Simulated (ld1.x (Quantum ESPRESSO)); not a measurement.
## Before and after: TM semilocal potential for B

- Element: boron (B)
- Generator: ld1.x (Quantum ESPRESSO) 7.5
- Type: norm-conserving Troullier–Martins (semilocal form)
- Functional: LDA (PZ)
- Relativity: scalar-relativistic
- Frozen core: [He]
- Valence charge: 3
- Reference configuration: 2s1.75 2p1.25
- Partial waves: 2p (bound): rc 2.80 bohr; 2s (bound): rc 1.05 bohr
- Local potential: the s channel
- Core correction: a·sin(br)/r model core inside 0.55 bohr

All-electron outer shells of the reference configuration (LDA (PZ), scalar-relativistic, ld1.x):

```csv
shell,level (eV),outermost node (bohr),outermost maximum (bohr)
1s,-178.93,–,0.21
2s,-9.51,0.46,1.52
2p,-3.84,–,1.55
```

Change: functional PBE.

Cutoffs: the cutoffs (Ry, on a coarse ladder) from which the occupation-weighted sum of valence levels, in a spherical-Bessel basis at the reference potential, stays within 10 and 1 mRy of its value at 400 Ry; they do not see the model core or the augmentation charge, which bear on the density cutoff. Errors are all-electron minus pseudo energies relative to the spin-unpolarised reference configuration.

Task: What does the change do?

Result: The potential gets neither clearly harder nor softer (40 Ry and 90 Ry → 40 Ry and 80 Ry); the number of tests with a reliable result goes from 9 to 7; of the 7 tests that both files solve, the error grows in 3 and shrinks in 0 by more than 15 % and 0.3 meV (median size 13.4 → 11.9 meV); neither file shows a bound ghost. A semilocal file is local in each channel, so a ghost entry of none says nothing of the separable form that plane-wave codes build from it.

```tsv
quantity	base	changed
cutoff, loose	40 Ry	40 Ry
cutoff, tight	90 Ry	80 Ry
bound ghosts	none	none
error for 2s2 2p1, meV [ΔE -1.42 → -1.46 eV]	-0.5	-0.9
error for 2s2 2p0, meV [ΔE 6.91 → 6.76 eV]	+81	+78
error for 2s1 2p0, meV [ΔE 32.21 → 32.18 eV]	+255	+258
error for 2s2 2p0.5, meV [ΔE 1.52 → 1.43 eV]	+13	+12
error for 2s0 2p3, meV [ΔE 9.98 → 10.26 eV]	-23	-45
error for 2s1 2p2, meV [ΔE 4.27 → 4.39 eV]	-4.4	-8.1
error for 2s2 2p1.3, meV [ΔE -2.19 → -2.20 eV]	-2.1	-2.3
s: phases at 3.03 bohr within 0.05 rad from the reference energy up to (Ry; the scan ends near 5)	1.3	1.3
p: phases at 3.03 bohr within 0.05 rad from the reference energy up to (Ry; the scan ends near 5)	0.7	0.8
```
